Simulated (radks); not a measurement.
Species: Os XXXII. Configuration: [Kr] 4d9. All-electron calculation, scalar-relativistic Kohn-Sham, PBE, spin-polarised, spherical densities, finite nucleus; open shells are filled with parallel spins first (spin-orbit coupling, left out, can overturn this in heavy ions); Fermi nuclear charge, rms radius 5.4126 fm. Program: a radial shooting solver on a logarithmic mesh with Libxc functionals. Some entries of the table are withheld. Estimate them.

| orbital | occ. | eigenvalue (hartree) | <r> (bohr) | <1/r> (bohr^-1) |
|---|---|---|---|---|
| 1s up | 1 | -2756.000 | 0.01774 | 90.42 |
| 1s down | 1 | -2756.000 | 0.01774 | 90.42 |
| 2s up | 1 | -515.1826 | 0.07493 | 21.16 |
| 2s down | 1 | -515.1454 | 0.07493 | 21.16 |
| 2p up | 3 | -454.1560 | 0.06731 | 19.05 |
| 2p down | 3 | -454.1257 | 0.06730 | 19.05 |
| 3s up | 1 | -152.4698 | 0.1931 | 7.882 |
| 3s down | 1 | -152.4524 | 0.1931 | 7.882 |
| 3p up | 3 | -134.5205 | 0.1934 | 7.250 |
| 3p down | 3 | -134.5010 | 0.1934 | 7.251 |
| 3d up | 5 | -114.5896 | 0.1751 | 6.833 |
| 3d down | 5 | -114.5592 | 0.1751 | 6.833 |
| 4s up | 1 | -61.77902 | (1) | 3.615 |
| 4s down | 1 | -61.69610 | (2) | 3.614 |
| 4p up | 3 | (3) | 0.4209 | (4) |
| 4p down | 3 | (5) | 0.4210 | (6) |
| 4d up | 5 | -47.73221 | 0.4258 | 3.107 |
| 4d down | 4 | -47.65104 | 0.4260 | 3.106 |

Answer. 
(1) 4s up <r> (bohr): 0.4048
(2) 4s down <r> (bohr): 0.4049
(3) 4p up eigenvalue (hartree): -55.39459
(4) 4p up <1/r> (bohr^-1): 3.347
(5) 4p down eigenvalue (hartree): -55.31320
(6) 4p down <1/r> (bohr^-1): 3.346
